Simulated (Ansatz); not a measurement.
Molecule: C2HClF2, charge 0, multiplicity 1. 
Structure (B3LYP-D3(BJ)/def2-TZVP (Ansatz, a first-principles code) minimum search):
```xyz
6

C      0.4934    -0.5969     0.0116
C     -0.7993    -0.3316     0.0744
F     -1.7238    -1.2674     0.2000
F     -1.3440     0.8633     0.0232
Cl     1.6824     0.6366    -0.1521
H      0.8441    -1.6141     0.0623
```
Charge 0, spin multiplicity 1.

Property: atomisation energy (electronic, to ground-state atoms), in eV. Cores are frozen in the correlated levels unless marked. Open shells are spin-unrestricted. No spin-orbit coupling. No relativistic terms. The coupled-cluster limit lacks core correlation, which all-electron functionals hold. Basis-set limits of correlation are two-point, X^-3; Hartree-Fock from the larger set.

| level | program | atomisation energy (eV) |
|---|---|---|
| HF/6-31G | Ansatz | 13.34 |
| SVWN5/def2-TZVPD | Ansatz | 29.63 |

Q: Estimate the value at CCSD(T)/CBS(cc-pV(T+d)Z,cc-pV(Q+d)Z) as computed with Ansatz.

A: 24.17 eV
